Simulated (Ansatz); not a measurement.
Frontier orbitals of CH6BClOSi (`OB(Cl)C[SiH3]`).

Total charge 0; spin multiplicity 1. All single points use the PBE0-D4/def2-TZVP geometry. It is one conformer, not always the lowest. Basis def2-TZVPP, Ansatz 0.2.0.

```csv
functional,HOMO (eV),LUMO (eV),gap (eV)
PBE,-7.50,-1.11,6.39
B97M-V,-7.96,-0.75,7.21
PBE0,-8.89,-0.14,8.75
ωB97X-V,-11.31,2.07,13.38
ωB97M-V,-11.14,1.85,12.99
```

A quarter of exact exchange (PBE0) shifts PBE's HOMO by −1.39 eV and its LUMO by +0.97 eV; full exchange at long range (ωB97M-V) shifts them by −3.64 and +2.95 eV. The gap opens from 6.39 to 12.99 eV, since occupied levels lose self-interaction and empty ones feel all the electrons. A positive LUMO is unbound and depends on the basis.
